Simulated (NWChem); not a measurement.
Species: BHOF cation; SMILES [OH+]=BF

```xyz
4

O      0.0003    -1.1863     0.0000
B     -0.0002     0.0383     0.0000
F      0.0001     1.2788     0.0000
H     -0.0039    -2.1552     0.0000
```
Atoms are numbered in this order, from 1.

Computed with NWChem. All runs use the structure optimised with PBE0/def2-SVP. B3LYP is NWChem's, with the RPA form of VWN correlation. Atomic charges in e: unrestrained fits to the electrostatic potential beside Mulliken populations; the two definitions need not agree.

Q: Estimate the computed values for B3LYP/def2-SVP. Quantities: ESP O1; Mulliken O1; ESP B2; Mulliken B2; ESP F3; Mulliken F3; relative RMS misfit of the potential (%).

A: 
```
Item                                      Value
----------------------------------------  -----
ESP O1                                    -0.55
Mulliken O1                                0.14
ESP B2                                     1.04
Mulliken B2                                0.41
ESP F3                                    -0.09
Mulliken F3                                0.16
relative RMS misfit of the potential (%)      1
```
